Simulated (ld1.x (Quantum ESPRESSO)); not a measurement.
**An all-electron radial function and its pseudo partner (B (Z = 5))**

Columns: radius, all-electron u(r) and pseudo u(r) of the 2s shell (level -14.13 eV) of boron in the configuration [He] 2s2 2p0.5; PBE, scalar-relativistic, PAW scheme, ld1.x (Quantum ESPRESSO) 7.5.

```csv
r (bohr),all-electron,pseudo
0.143,0.3160,-0.0895
0.285,0.2441,-0.1802
0.428,0.0482,-0.2742
0.570,-0.1635,-0.3693
0.713,-0.3522,-0.4644
0.855,-0.5023,-0.5536
0.998,-0.6156,-0.6328
1.140,-0.6923,-0.6954
1.283,-0.7378,-0.7378
1.425,-0.7570,-0.7570
1.568,-0.7556,-0.7556
1.710,-0.7386,-0.7386
1.853,-0.7101,-0.7101
1.995,-0.6741,-0.6741
2.138,-0.6328,-0.6328
2.280,-0.5891,-0.5891
2.423,-0.5442,-0.5442
2.565,-0.4999,-0.4999
2.708,-0.4566,-0.4566
2.850,-0.4156,-0.4156
2.992,-0.3768,-0.3768
3.135,-0.3404,-0.3404
3.278,-0.3066,-0.3066
3.420,-0.2757,-0.2757
3.563,-0.2472,-0.2472
3.705,-0.2213,-0.2213
```

Task: How many radial nodes do the two functions have?

Result: The all-electron 2s function has n − l − 1 = 1; the pseudo-wave has 0, since the states of the same l below it are removed with the core.

Task: At about which radius was the pseudo-wave matched?

Result: 1.35 bohr, where the columns begin to agree (steps of 0.14 bohr).

Task: Is the pseudo-wave norm-conserving?

Result: No, it belongs to a PAW set: the norm inside the radius is not constrained, and the difference is carried by the augmentation charge.
